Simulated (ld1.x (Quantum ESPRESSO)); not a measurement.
**Which change was made? (Zn, TM)**

* Element: zinc
* Generator: ld1.x (Quantum ESPRESSO) 7.5
* Type: norm-conserving Troullier–Martins (Kleinman–Bylander form)
* Functional: PBE
* Relativity: scalar-relativistic
* Frozen core: [Ne]
* Valence charge: 20
* Reference configuration: 3s2 3p6 3d10 4s2 4p0
* Partial waves: 3p (bound): rc 0.75 bohr; 3d (bound): rc 1.30 bohr; 3s (bound): rc 0.95 bohr
* Local potential: the s channel
* Core correction: none

Occupied shells without a wave of their own: 4s. They enter only through the test configuration that unscreens the potential.

Cutoffs, loose and tight: the cutoffs (Ry, on a coarse ladder) from which the occupation-weighted sum of valence levels, in a spherical-Bessel basis at the reference potential, stays within 10 and 1 mRy of its value at 400 Ry. They do not see the model core or the augmentation charge, which bear on the density cutoff. Test errors are all-electron minus pseudo excitation energies from the reference, over the configurations 3s2 3p6 3d10 4s1 4p0; 3s2 3p6 3d10 4s0 4p0; 3s2 3p6 3d9 4s0 4p0; 3s2 3p5 3d10 4s2 4p0; 3s2 3p6 3d9 4s2 4p1; 3s2 3p6 3d10 4s1 4p1; 3s2 3p6 3d10 4s0 4p1; variants that change the core or the reference have their own tests.

The base gives: outcome: generated, misses its reference levels by 0.45 eV; cutoff, loose: 200 Ry; cutoff, tight: over 300 Ry; bound ghosts: none; largest test error (meV): -2284.

Q: After one change the result is: outcome: generated, misses its reference levels by 1.44 eV; cutoff, loose: 160 Ry; cutoff, tight: 200 Ry; bound ghosts: none; largest test error (meV): -6974. Which change was it?
A. all radii scaled by about 1.15 (s 1.08, p 0.86, d 1.50 bohr)
B. all radii scaled by about 1.25 (s 1.18, p 0.94, d 1.62 bohr)
C. all radii scaled by about 0.89 (s 0.84, p 0.66, d 1.16 bohr)
D. all radii scaled by about 0.79 (s 0.74, p 0.60, d 1.02 bohr)
E. all radii scaled by about 1.05 (s 1.00, p 0.78, d 1.36 bohr)

A: B. The others give: all radii scaled by about 1.05 (s 1.00, p 0.78, d 1.36 bohr) → outcome: generated, misses its reference levels by 0.61 eV; cutoff, loose: 200 Ry; cutoff, tight: over 300 Ry; bound ghosts: none; largest test error (meV): -3038 | all radii scaled by about 0.89 (s 0.84, p 0.66, d 1.16 bohr) → outcome: generated, misses its reference levels by 0.20 eV; cutoff, loose: 260 Ry; cutoff, tight: over 300 Ry; bound ghosts: none; largest test error (meV): -1044 | all radii scaled by about 0.79 (s 0.74, p 0.60, d 1.02 bohr) → outcome: generated; cutoff, loose: 300 Ry; cutoff, tight: over 300 Ry; bound ghosts: none; largest test error (meV): -469 | all radii scaled by about 1.15 (s 1.08, p 0.86, d 1.50 bohr) → outcome: generated, misses its reference levels by 0.91 eV; cutoff, loose: 180 Ry; cutoff, tight: 230 Ry; bound ghosts: none; largest test error (meV): -4496.
